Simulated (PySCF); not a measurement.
Some computed properties have been withheld. Give your best values.

Compound: CH₄BFO.
SMILES: `COBF`

Conformer (atom-mapped SMILES and torsion angles): `[CH3:1][O:2][BH:3][F:4]`: C1–O2–B3–F4 1°.

```tsv
property	level	value
rotational constants A, B, C	PBE0-D3(BJ)/def2-SVP	19.030, 5.998, 4.697 GHz
dipole moment	CAM-B3LYP/def2-SVPD	?
HOMO energy	CAM-B3LYP/def2-SVPD	?
LUMO energy	CAM-B3LYP/def2-SVPD	1.10 eV
lowest singlet excitation	TDDFT CAM-B3LYP/def2-SVPD	?
strongest line among the 10 lowest singlet transitions	TDDFT CAM-B3LYP/def2-SVPD	S3 at 8.93 eV (139 nm, f = 0.108)
lowest triplet excitation (Tamm–Dancoff)	TDA CAM-B3LYP/def2-SVPD	7.53 eV
static isotropic polarisability	CAM-B3LYP/def2-SVPD	32.3 au
vertical ionisation energy	ΔSCF CAM-B3LYP/def2-SVPD	12.05 eV
electronic spatial extent ⟨r²⟩ about the centre of nuclear charge	CAM-B3LYP/def2-SVPD	275 bohr²
13C chemical shifts (computed TMS as zero) by class	GIAO PBE0/pcSseg-1	50.4 (1 C) ppm
1H chemical shifts (computed TMS as zero) by class	GIAO PBE0/pcSseg-1	4.14 (1 H), 3.81 (3 H) ppm
isotropic shieldings of nuclei other than C and H, by class	GIAO PBE0/pcSseg-1	78 (1 B), 212 (1 O), 259 (1 F) ppm
largest of the computed one-bond spin–spin couplings (means over like bonds)	B3LYP/pcJ-1	11B–1H +203.0, 19F–11B -164.3, 13C–1H +150.1 (×3), 17O–13C +16.7, 17O–11B -3.9 Hz
core binding energies	ΔSCF SCAN, pcX-2 on the ionised atom, pcseg-1 elsewhere, spin-free X2C	B1s 198.4, C1s 292.9, O1s 539.4, F1s 693.2 eV
```

The electronic properties come from PySCF, for the isolated species, density fitting. One conformer (not necessarily the lowest) at the PBE0-D3(BJ)/def2-SVP geometry, without solvent or vibrations. NMR classes are plain means over equivalent atoms (diastereotopic ones count apart unless rotation or inversion swaps them), as if these changed places fast; in this geometry the members of some classes differ.

(1) The lowest singlet excitation?

(2) What is the dipole moment?

(3) What is the HOMO energy?

## Answers

(1) 8.55 eV (145 nm, f = 0.017).

(2) 1.47 D.

(3) -10.85 eV.

The vertical singlet–triplet gap S1 − T1 is 1.02 eV (TDDFT singlet less Tamm–Dancoff triplet; S1: HOMO−1→LUMO+1, weight 0.92; T1: HOMO→LUMO+1, weight 0.89). The dipole equals about 4.9 × 10⁻³⁰ C·m (1 D = 3.33564 × 10⁻³⁰ C·m). The polarisability is 4.79 Å³ as a volume (1 au = 0.148185 Å³), or 1.01 au for each of the 32 electrons. In wavenumbers S1 is 68900 cm⁻¹ (1 eV = 8065.54 cm⁻¹). The ΔSCF ionisation energy exceeds −ε(HOMO) by 1.20 eV with CAM-B3LYP. No computed singlet falls in the visible range (750 to 380 nm, 1.65 to 3.26 eV); S1 lies 5.29 eV above its blue end.
